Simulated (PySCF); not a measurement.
PySCF job for Cl₃Sc, SMILES [Cl][Sc+]([Cl])[Cl] (connectivity only; charge and spin as stated), charge +1, multiplicity 2, TDA-PBE/def2-SVPD. The structure is a stationary point at B3LYP-D3(BJ)/def2-SVP. The multiplicity is an assumed one; other spin states were not compared.

```python
import numpy as np
from pyscf import gto, scf, dft, tdscf

mol = gto.M(
    atom='''
    Sc   -0.33792930   -0.67233562   -0.00000000
    Cl    1.33673967    0.22170184    1.39276886
    Cl   -2.25603727    0.38712856    0.00000000
    Cl    1.33673967    0.22170184   -1.39276886
    ''',
    basis='def2-SVPD',
    charge=1,
    spin=1,
    max_memory=1600,
    verbose=4,
)
mf = dft.UKS(mol, xc='pbe').density_fit(auxbasis='def2-universal-jkfit')
mf.grids.level = 3
mf.conv_tol = 1e-9
mf.max_cycle = 100
mf.kernel()
fine, coarse = mf.grids, dft.Grids(mol).set(level=1).build(with_non0tab=True)
for _ in range(3):  # follow internal instabilities
    mf.grids = coarse
    mo, _, stable, _ = mf.stability(return_status=True, nroots=4)
    mf.grids = fine
    if stable:
        break
    mf.kernel(mf.make_rdm1(mo, mf.mo_occ))
mf.grids = dft.Grids(mol).set(level=1).build(with_non0tab=True)  # coarser grid for the response kernel
td = tdscf.TDA(mf)
td.nstates = 10
td.conv_tol = 1e-4
td.positive_eig_threshold = 1e-6
td.kernel(x0=td.get_init_guess(mf, 15))
td.analyze()
```

It prints:

```
PySCF version 2.14.0

[INPUT] verbose = 4
[INPUT] num. atoms = 4
[INPUT] num. electrons = 71
[INPUT] charge = 1
[INPUT] spin (= nelec alpha-beta = 2S) = 1
[INPUT] symmetry False subgroup None
[INPUT] Mole.unit = angstrom
[INPUT] Symbol           X                Y                Z      unit          X                Y                Z       unit  Magmom
[INPUT]  1 Sc    -0.337929300000  -0.672335620000   0.000000000000 AA   -0.638593826466  -1.270530185590   0.000000000000 Bohr   0.0
[INPUT]  2 Cl     1.336739670000   0.221701840000   1.392768860000 AA    2.526071876141   0.418955758912   2.631951700223 Bohr   0.0
[INPUT]  3 Cl    -2.256037270000   0.387128560000   0.000000000000 AA   -4.263292567111   0.731566953397   0.000000000000 Bohr   0.0
[INPUT]  4 Cl     1.336739670000   0.221701840000  -1.392768860000 AA    2.526071876141   0.418955758912  -2.631951700223 Bohr   0.0

nuclear repulsion = 380.893498619862
number of shells = 45
number of NR pGTOs = 211
number of NR cGTOs = 115
basis = def2-SVPD
ecp = {}


[settings echo left out]
init E= -2140.26997600842
  alpha nocc = 36  HOMO = -0.372001148460925  LUMO = -0.352061530791761
  beta  nocc = 35  HOMO = -0.382845126302222  LUMO = -0.372001148460924

WARN: HOMO -0.372001148460925 >= LUMO -0.372001148460924

cycle= 1 E= -2132.81233407508  delta_E= 7.46  |g|= 4.21  |ddm|= 3.04
  alpha nocc = 36  HOMO = -0.226666248956795  LUMO = -0.202129370858208
  beta  nocc = 35  HOMO = -0.236847537382786  LUMO = -0.216506137393217
  HOMO = -0.226666248957  LUMO = -0.216506137393  gap/eV = 0.27647
cycle= 2 E= -2096.62105086847  delta_E= 36.2  |g|= 3.95  |ddm|= 7.79
  alpha nocc = 36  HOMO = -0.805800514872013  LUMO = -0.683492810085629
  beta  nocc = 35  HOMO = -0.928454128226444  LUMO = -0.802595383078776
  HOMO = -0.805800514872  LUMO = -0.802595383079  gap/eV = 0.08722
cycle= 3 E= -2101.58419735624  delta_E= -4.96  |g|= 4.86  |ddm|= 10.8
  alpha nocc = 36  HOMO = -0.690930269555583  LUMO = -0.663214145932013
  beta  nocc = 35  HOMO = -0.698089290744086  LUMO = -0.682620412230221
  HOMO = -0.690930269556  LUMO = -0.68262041223  gap/eV = 0.22612
cycle= 4 E= -2118.96589499879  delta_E= -17.4  |g|= 5.45  |ddm|= 6.39
  alpha nocc = 36  HOMO = -0.712266937813741  LUMO = -0.676486706573748
  beta  nocc = 35  HOMO = -0.7160059650893  LUMO = -0.704889430139181
  HOMO = -0.712266937814  LUMO = -0.704889430139  gap/eV = 0.20075
cycle= 5 E= -2118.23490685627  delta_E= 0.731  |g|= 5.35  |ddm|= 0.385
  alpha nocc = 36  HOMO = -0.670106588412388  LUMO = -0.651944191508369
  beta  nocc = 35  HOMO = -0.666977551653688  LUMO = -0.662354993544925
  HOMO = -0.666977551654  LUMO = -0.662354993545  gap/eV = 0.12579
cycle= 6 E= -2123.97279241303  delta_E= -5.74  |g|= 5.53  |ddm|=    2
  alpha nocc = 36  HOMO = -0.61697236119757  LUMO = -0.544611256876028
  beta  nocc = 35  HOMO = -0.653821048333436  LUMO = -0.613102075526339
  HOMO = -0.616972361198  LUMO = -0.613102075526  gap/eV = 0.10532
cycle= 7 E= -2139.01930265651  delta_E=  -15  |g|= 1.18  |ddm|=  2.9
  alpha nocc = 36  HOMO = -0.499229165674151  LUMO = -0.477785804611133
  beta  nocc = 35  HOMO = -0.505838732705705  LUMO = -0.48625196010987
  HOMO = -0.499229165674  LUMO = -0.48625196011  gap/eV = 0.35313
cycle= 8 E= -2124.51690082416  delta_E= 14.5  |g|= 5.18  |ddm|= 3.23
  alpha nocc = 36  HOMO = -0.493165397120652  LUMO = -0.471602591289082
  beta  nocc = 35  HOMO = -0.500546973183011  LUMO = -0.481362334452185
  HOMO = -0.493165397121  LUMO = -0.481362334452  gap/eV = 0.32118
cycle= 9 E= -2126.48199993336  delta_E= -1.97  |g|= 5.13  |ddm|= 0.374
  alpha nocc = 36  HOMO = -0.49359574583031  LUMO = -0.471994826702589
  beta  nocc = 35  HOMO = -0.500791739893731  LUMO = -0.482172371694731
  HOMO = -0.49359574583  LUMO = -0.482172371695  gap/eV = 0.31085
cycle= 10 E= -2126.87948564091  delta_E= -0.397  |g|=  5.1  |ddm|= 0.0745
  alpha nocc = 36  HOMO = -0.331299504605665  LUMO = -0.181292726477674
  beta  nocc = 35  HOMO = -0.335685477776285  LUMO = -0.33067219558429

WARN: HOMO -0.331299504605665 >= LUMO -0.33067219558429

cycle= 11 E= -2138.16030936877  delta_E= -11.3  |g|= 1.45  |ddm|= 3.67
  alpha nocc = 36  HOMO = -0.393737526648794  LUMO = -0.351881421538649
  beta  nocc = 35  HOMO = -0.420347672518384  LUMO = -0.373730701546737
  HOMO = -0.393737526649  LUMO = -0.373730701547  gap/eV = 0.54441
cycle= 12 E= -2139.53740745452  delta_E= -1.38  |g|= 0.748  |ddm|= 2.18
  alpha nocc = 36  HOMO = -0.477589944328298  LUMO = -0.342703332096324
  beta  nocc = 35  HOMO = -0.488569991267554  LUMO = -0.452724514692264
  HOMO = -0.477589944328  LUMO = -0.452724514692  gap/eV = 0.67662
cycle= 13 E= -2139.87613047561  delta_E= -0.339  |g|= 0.0804  |ddm|= 0.787
  alpha nocc = 36  HOMO = -0.486258767954208  LUMO = -0.360174983212253
  beta  nocc = 35  HOMO = -0.484430168302388  LUMO = -0.453607421034724
  HOMO = -0.484430168302  LUMO = -0.453607421035  gap/eV = 0.83873
cycle= 14 E= -2139.8761583699  delta_E= -2.79e-05  |g|= 0.0799  |ddm|= 0.174
  alpha nocc = 36  HOMO = -0.4897756341427  LUMO = -0.350478579589552
  beta  nocc = 35  HOMO = -0.487638570758071  LUMO = -0.454712650401673
  HOMO = -0.487638570758  LUMO = -0.454712650402  gap/eV = 0.89596
cycle= 15 E= -2139.88001034942  delta_E= -0.00385  |g|= 0.0233  |ddm|= 0.0993
  alpha nocc = 36  HOMO = -0.487182449578194  LUMO = -0.350711398317425
  beta  nocc = 35  HOMO = -0.485293886789225  LUMO = -0.453787280772886
  HOMO = -0.485293886789  LUMO = -0.453787280773  gap/eV = 0.85734
cycle= 16 E= -2139.88027444483  delta_E= -0.000264  |g|= 0.0115  |ddm|= 0.0377
  alpha nocc = 36  HOMO = -0.487943220288749  LUMO = -0.350040877290799
  beta  nocc = 35  HOMO = -0.485883155038835  LUMO = -0.45375789520452
  HOMO = -0.485883155039  LUMO = -0.453757895205  gap/eV = 0.87417
cycle= 17 E= -2139.88035984986  delta_E= -8.54e-05  |g|= 0.00194  |ddm|= 0.0139
  alpha nocc = 36  HOMO = -0.488088286393635  LUMO = -0.350404688804921
  beta  nocc = 35  HOMO = -0.486026409529548  LUMO = -0.453974123211886
  HOMO = -0.48602640953  LUMO = -0.453974123212  gap/eV = 0.87219
cycle= 18 E= -2139.8803621997  delta_E= -2.35e-06  |g|= 0.000517  |ddm|= 0.00263
  alpha nocc = 36  HOMO = -0.488082948786553  LUMO = -0.350378636691574
  beta  nocc = 35  HOMO = -0.486001839132688  LUMO = -0.45389752507333
  HOMO = -0.486001839133  LUMO = -0.453897525073  gap/eV = 0.87360
cycle= 19 E= -2139.88036235639  delta_E= -1.57e-07  |g|= 0.000183  |ddm|= 0.000832
  alpha nocc = 36  HOMO = -0.488071256762201  LUMO = -0.35037564792944
  beta  nocc = 35  HOMO = -0.485991031758502  LUMO = -0.453882497727881
  HOMO = -0.485991031759  LUMO = -0.453882497728  gap/eV = 0.87372
cycle= 20 E= -2139.88036233589  delta_E= 2.05e-08  |g|= 0.000237  |ddm|= 0.000494
  alpha nocc = 36  HOMO = -0.488066356587523  LUMO = -0.350369877236659
  beta  nocc = 35  HOMO = -0.485987216160282  LUMO = -0.453879689819178
  HOMO = -0.48598721616  LUMO = -0.453879689819  gap/eV = 0.87369
cycle= 21 E= -2139.88036237359  delta_E= -3.77e-08  |g|= 9.14e-05  |ddm|= 0.000401
  alpha nocc = 36  HOMO = -0.488069607399888  LUMO = -0.350372540869551
  beta  nocc = 35  HOMO = -0.485990923958997  LUMO = -0.453887671007181
  HOMO = -0.485990923959  LUMO = -0.453887671007  gap/eV = 0.87357
cycle= 22 E= -2139.88036237983  delta_E= -6.24e-09  |g|= 6.34e-06  |ddm|= 0.000123
  alpha nocc = 36  HOMO = -0.488070032717757  LUMO = -0.35037340064514
  beta  nocc = 35  HOMO = -0.485991553932394  LUMO = -0.453888093622055
  HOMO = -0.485991553932  LUMO = -0.453888093622  gap/eV = 0.87358
cycle= 23 E= -2139.88036237984  delta_E= -1.23e-11  |g|= 3.69e-06  |ddm|= 1.1e-05
  alpha nocc = 36  HOMO = -0.488069400118138  LUMO = -0.35037207142726
  beta  nocc = 35  HOMO = -0.485991115361424  LUMO = -0.453887913687851
  HOMO = -0.485991115361  LUMO = -0.453887913688  gap/eV = 0.87357
Extra cycle  E= -2139.88036237982  delta_E= 1.68e-11  |g|= 7.64e-06  |ddm|= 1.07e-05
converged SCF energy = -2139.88036237982  <S^2> = 0.75349203  2S+1 = 2.003489
tot grids = 26392
uhf_internal: lowest eigs of H = [0.24730151 0.25824807 0.26696521 0.27280034]
<class 'pyscf.df.df_jk.DFUKS'> wavefunction is stable in the internal stability analysis
tot grids = 26392
Overwritten attributes  positive_eig_threshold  of <class 'pyscf.tdscf.uks.TDA'>


******** <class 'pyscf.tdscf.uks.TDA'> for <class 'pyscf.df.df_jk.DFUKS'> ********
nstates = 10
deg_eia_thresh = 1.000e-03
wfnsym = None
conv_tol = 0.0001
eigh lindep = 1e-12
eigh level_shift = 0
eigh max_cycle = 100


Excitation energies (eV)
[0.91408917 1.06190662 1.35601034 1.68020464 1.98385234 2.17072137
 2.41482722 3.49716573 3.68637086 3.74449808]

** Excitation energies and oscillator strengths **
Excited State   1:      0.91409 eV   1356.37 nm  f=0.0015
      35b ->   36b      0.99411
Excited State   2:      1.06191 eV   1167.56 nm  f=0.0001
      34b ->   36b      0.99825
Excited State   3:      1.35601 eV    914.33 nm  f=0.0029
      33b ->   36b     -0.99303
Excited State   4:      1.68020 eV    737.91 nm  f=0.0000
      32b ->   36b      0.99867
Excited State   5:      1.98385 eV    624.97 nm  f=0.0001
      30b ->   36b     -0.27050
      31b ->   36b      0.96057
Excited State   6:      2.17072 eV    571.17 nm  f=0.0001
      29b ->   36b     -0.99797
Excited State   7:      2.41483 eV    513.43 nm  f=0.0090
      28b ->   36b      0.45902
      30b ->   36b     -0.84705
      31b ->   36b     -0.21377
Excited State   8:      3.49717 eV    354.53 nm  f=0.0406
      34a ->   37a      0.44429
      34a ->   39a     -0.12615
      36a ->   37a     -0.28936
      36a ->   39a      0.22237
      28b ->   36b     -0.65158
      30b ->   36b     -0.21545
      35b ->   37b      0.33412
Excited State   9:      3.68637 eV    336.33 nm  f=0.0022
      34a ->   37a     -0.36713
      28b ->   36b      0.10120
      35b ->   37b      0.91028
Excited State  10:      3.74450 eV    331.11 nm  f=0.0028
      34a ->   37a     -0.25522
      36a ->   37a     -0.94228
      28b ->   36b      0.12819

** Transition electric dipole moments (AU) **
state          X           Y           Z        Dip. S.      Osc.
  1         0.2502     -0.0656     -0.0000      0.0669      0.0015
  2        -0.0000      0.0000     -0.0745      0.0056      0.0001
  3        -0.2958     -0.0172     -0.0000      0.0878      0.0029
  4        -0.0000     -0.0000      0.0266      0.0007      0.0000
  5        -0.0000      0.0000     -0.0356      0.0013      0.0001
  6        -0.0314      0.0097     -0.0000      0.0011      0.0001
  7        -0.0000      0.0000      0.3903      0.1524      0.0090
  8        -0.0000     -0.0000      0.6882      0.4736      0.0406
  9        -0.0000      0.0000     -0.1553      0.0241      0.0022
 10         0.0000      0.0000     -0.1744      0.0304      0.0028

** Transition velocity dipole moments (imaginary part, AU) **
state          X           Y           Z        Dip. S.      Osc.
  1        -0.0246     -0.0063      0.0000      0.0006      0.0128
  2         0.0000      0.0000      0.0136      0.0002      0.0032
  3         0.0379     -0.0080      0.0000      0.0015      0.0201
  4         0.0000     -0.0000     -0.0033      0.0000      0.0001
  5         0.0000      0.0000      0.0090      0.0001      0.0007
  6         0.0104      0.0118      0.0000      0.0002      0.0021
  7         0.0000      0.0000     -0.0452      0.0020      0.0154
  8         0.0000      0.0000     -0.0452      0.0020      0.0106
  9         0.0000      0.0000      0.0065      0.0000      0.0002
 10         0.0000     -0.0000      0.0129      0.0002      0.0008

** Transition magnetic dipole moments (imaginary part, AU) **
state          X           Y           Z
  1         0.0000      0.0000      0.3210
  2         0.3567     -0.0256     -0.0000
  3         0.0000      0.0000      0.2180
  4        -0.5161     -0.2827      0.0000
  5         0.1995      0.3621     -0.0000
  6        -0.0000      0.0000     -0.0932
  7         0.3265     -0.6212     -0.0000
  8        -0.1246      0.6343     -0.0000
  9        -0.0192     -0.2423     -0.0000
 10         0.1893      0.0702      0.0000
```

The run converged.

Cost: around 2.3 core-minutes (rough).
